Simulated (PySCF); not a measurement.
# Worked example: entropy of an ideal gas

C₃H₄BrF, SMILES F/C(=C/Br)C.

The structure is a stationary point at PBE-D3(BJ)/def2-SVP.

PBE-D3(BJ)/def2-SVP (PySCF 2.14.0) gives the harmonic wavenumbers 143, 188, 227, 357, 428, 447, 734, 760, 886, 978, 1011, 1132, 1263, 1355, 1391, 1394, 1683, 2975, 3049, 3108, 3164 cm⁻¹ and the rotational temperatures 0.4264, 0.0676, 0.0588 K. The molar mass is 138.97 g/mol, the symmetry number 1, the spin multiplicity 1.

Work out the entropy at 298.15 K and 1 atm in the rigid-rotor, harmonic-oscillator model.


Translation (Sackur–Tetrode at 1 atm): S = R[1.5 ln M + 2.5 ln T − 1.16487] = 170.3 J/(mol K).
Rotation: q = (√π/σ) T^1.5/√(θA θB θC) = 222000, S = R[ln q + 3/2] = 114.8 J/(mol K).
Vibration: with u = 1.4388 ν/T, each mode gives R[u/(e^u − 1) − ln(1 − e^−u)]:
```
ν (cm⁻¹)  modes     u  S (J/(mol K))
--------  -----  ----  -------------
143           1  0.69          11.56
188           1  0.91           9.40
227           1  1.10           7.96
357           1  1.72           4.75
428           1  2.07           3.62
447           1  2.16           3.37
734           1  3.54           1.12
760           1  3.67           1.01
886           1  4.28           0.62
978           1  4.72           0.43
1011          1  4.88           0.37
1132          1  5.46           0.23
1263          1  6.09           0.13
1355          1  6.54           0.09
1391          1  6.71           0.08
1394          1  6.73           0.08
1683          1  8.12           0.02
```
The stiffer modes add less than 0.005 each. Sum 44.8 J/(mol K).
Spin: R ln 1 = 0.0 J/(mol K).
Total 329.9 J/(mol K); the program's own thermochemistry gives 330.0. Translation makes up 52 % and vibration 14 %. Anharmonicity, hindered rotation and orbital degeneracy are left out.
